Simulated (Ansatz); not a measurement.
Consider the ligand exchange at a B–C bond: `B[CH2][GeH2][F]` + `O[SiH]([SiH3])Cl` → `BO[SiH]([SiH3])Cl` + `[CH3][GeH2][F]`.

Calculated with Ansatz (gas phase, PBE0-D4/def2-TZVP geometries, no zero-point term in ΔE). CCSD(T)/CBS adds triple-zeta CCSD(T) − MP2 to the extrapolated MP2 energy (def2 sets, frozen cores). Functionals use def2-TZVPP. For Ge outer-core shells are correlated without core-valence functions, which leaves a few kJ/mol of doubt a bond. Scalar relativity is left out up to krypton. One conformer a species, not always the lowest.

```json
{"level": "PBE0-D4", "ΔE (eV)": "-1.16"}
{"level": "ωB97M-V", "ΔE (eV)": "-1.21"}
{"level": "B2PLYP", "ΔE (eV)": "-1.25"}
{"level": "HF/def2-TZVPP", "ΔE (eV)": "-1.33"}
{"level": "MP2/def2-TZVPP", "ΔE (eV)": "-1.21"}
{"level": "SCS-MP2/def2-TZVPP", "ΔE (eV)": "-1.24"}
{"level": "SCS-MP2/def2-QZVPP", "ΔE (eV)": "-1.23"}
{"level": "CCSD/CBS(def2)", "ΔE (eV)": "-1.20"}
```

Task: What does CCSD(T)/CBS give? (Estimate.)

Result: Ansatz gave: -1.20 eV. The listed levels differ from it by 0.04, -0.01, -0.05, -0.13, -0.01, -0.04, -0.03, 0.00 eV.

Largest T1 diagnostic among the species: 0.013.

In def2-TZVPP, CCSD(T) changes the Hartree–Fock value by +0.11 eV (the triples alone add +0.01 eV) and MP2 by +0.12 eV.
